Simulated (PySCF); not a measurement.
Species: C5H6F3O2 (doublet state).
Geometry (GFN2-xTB, Å), atoms numbered from 1 in this order:
```xyz
16
C5H6F3O2 angstrom
C     -1.438    1.604    0.218
C     -0.361    0.631    0.454
C     -0.915   -0.662    1.054
F     -1.755   -1.278    0.188
F      0.069   -1.555    1.316
C      0.394    0.290   -0.873
F      0.793    1.461   -1.462
C      1.642   -0.541   -0.556
O      2.521   -0.174    0.169
O      1.609   -1.713   -1.175
H     -2.439    1.265    0.040
H     -1.185    2.624    0.011
H      0.403    1.036    1.131
H     -1.466   -0.488    1.990
H     -0.256   -0.232   -1.583
H      2.375   -2.259   -0.933
```

The hyperfine couplings belong to this conformer and change with its torsions.

As a line formula: `[CH2][C@@H](C(F)F)[C@@H](F)C(=O)O` [radical].

Computed with UKS B3LYP, pcH-1 on C F H O, non-relativistic, mean-field spin-orbit, GIAO (PySCF 2.14.0). Isolated species at its GFN2-xTB geometry (one conformer only). A GFN2-xTB geometry isn't a minimum of the functional, and hyperfine couplings can be far from their values at a DFT geometry. The SCF solution wasn't tested for stability.

Principal values of hyperfine tensors in MHz (contact and dipolar terms together), for some of the nuclei:

```
atom  isotope       A1      A2      A3
  C1      13C    18.26   18.90  260.51
  C6      13C    58.75   59.32   80.33
 H12       1H  -101.05  -63.09  -22.72
 H13       1H    47.45   48.00   62.05
  C2      13C   -32.66  -31.71  -27.98
  F7      19F    20.46   34.40   36.70
  C3      13C    15.60   15.87   19.42
  C8      13C     6.48    7.01    9.97
```

Q: Split each tensor into its isotropic and traceless parts, and turn a_iso into mT with g = 2.0026.

A: a_iso is a third of the trace, T = A − a_iso, and a(mT) = a(MHz)/(g × 13.996).

| atom | a_iso (MHz) | a_iso (mT) | T1 | T2 | T3 |
| --- | --- | --- | --- | --- | --- |
| C1 | 99.22 | 3.540 | -80.96 | -80.32 | 161.28 |
| C6 | 66.13 | 2.359 | -7.38 | -6.81 | 14.19 |
| H12 | -62.29 | -2.222 | -38.76 | -0.81 | 39.57 |
| H13 | 52.50 | 1.873 | -5.05 | -4.50 | 9.55 |
| C2 | -30.78 | -1.098 | -1.88 | -0.93 | 2.81 |
| F7 | 30.52 | 1.089 | -10.06 | 3.88 | 6.18 |
| C3 | 16.96 | 0.605 | -1.36 | -1.09 | 2.45 |
| C8 | 7.82 | 0.279 | -1.34 | -0.81 | 2.15 |

Q: What spin density at the nucleus of C1 lies behind its contact coupling (g_N = 1.40482)?

A: a_FC = 800.24 MHz bohr³ × g_N × ρ(0)/(2S). With a_FC = 99.22 MHz and 2S = 1, ρ(0) = 0.08826 bohr⁻³.

Q: H11 (1H, g_N = 5.58569) isn't in the table. Its spin density at the nucleus is -0.01346 bohr⁻³. What is its contact coupling?

A: By the same relation, a_FC = -60.1 MHz. Its full tensor has the principal values -99.16, -60.61, -20.66 MHz.

Q: Which nucleus of the table has the largest anisotropic coupling, and what is its form?

A: C1: -81.0, -80.3, 161.3 MHz, axial, in the ratio −1:−1:+2, the form that spin in one p orbital centred on that nucleus gives.

Q: In a single crystal, with the field along each principal axis of the tensor of C1 in turn, what first-order splitting does this nucleus give (isotropic g, quadrupole terms neglected)?

A: 2 lines (I = 1/2), spaced by |A_i|/(g × 13.996): 0.65, 0.67, 9.29 mT along the axes of A1, A2 and A3.
